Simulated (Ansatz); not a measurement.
`B[SiH2]C(O)F` + `O[CH2][GeH3]` → `BO[CH2][GeH3]` + `OC(F)[SiH3]`  (cleavage of the B–Si bond)

Isolated molecules relaxed with PBE0-D4/def2-TZVP in Ansatz; ΔE leaves out vibrations. CBS: MP2 limit from def2 TZ/QZ plus the TZ coupled-cluster correction, frozen cores. DFT in def2-TZVPP. For Ge outer-core shells are correlated without core-valence functions, which leaves a few kJ/mol of doubt a bond. Scalar relativity is left out up to krypton. Each species was taken in one conformer, which may not be the lowest.

```
        level  ΔE (kJ/mol)
      PBE0-D4       -164.9
          PBE       -166.8
         PBE0       -165.2
HF/def2-TZVPP       -173.4
```

What does CCSD(T)/CBS give? (Best estimate.)

The calculation gave: -170.7 kJ/mol. The listed levels differ from it by 5.8, 3.9, 5.5, -2.7 kJ/mol.

Largest T1 diagnostic among the species: 0.013.
